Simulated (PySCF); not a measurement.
Predicted microwave data (PBE0-D3(BJ)/def2-SVP geometry optimisation, gas phase (PySCF)) for one isomer of C3H10Si:

* Rotational constants: A = 20174, B = 2235, C = 2143 MHz
* Dipole components: |μa| = 0.83 D, |μb| = 0.26 D, |μc| = 0.00 D
* Inertial defect: -15.34 u·Å²
* κ: -0.99

Question: Which structure is it? (One computed conformer of each.)
A. `[CH3:1][CH2:2][SiH2:3][CH3:4]` with C1–C2–Si3–C4 -177°
B. SiHMe3 (`[H][Si](C)(C)C`)
C. trimethylsilane (`C[SiH](C)C`)
D. `[CH3:1][CH2:2][CH2:3][SiH3:4]` with C1–C2–C3–Si4 -179°

Answer: D. It is CCC[SiH3], a near-prolate asymmetric top, point group Cs. The candidates at the same level (rigid rotor, commonest isotopes):

```tsv
SMILES	A (MHz)	B (MHz)	C (MHz)	μa (D)	μb (D)	μc (D)	Δ (u·Å²)	point group	rotor
C[SiH](C)C	5282	5272	3122	0.00	0.00	0.60	-29.64	C3v	oblate symmetric top
CC[SiH2]C	14987	2672	2436	0.06	0.83	0.00	-15.41	near Cs	near-prolate asymmetric top
CCC[SiH3]	20174	2235	2143	0.83	0.26	0.00	-15.34	Cs	near-prolate asymmetric top
[H][Si](C)(C)C	5280	5272	3122	0.00	0.00	0.61	-29.68	–	–
```

`C[SiH](C)C` has B 136 % too high; `CC[SiH2]C` has A 26 % too low; `[H][Si](C)(C)C` has B 136 % too high. In the right answer the mirror of this Cs structure is the ab plane, so μc vanishes by symmetry. No structure here is proved a minimum.
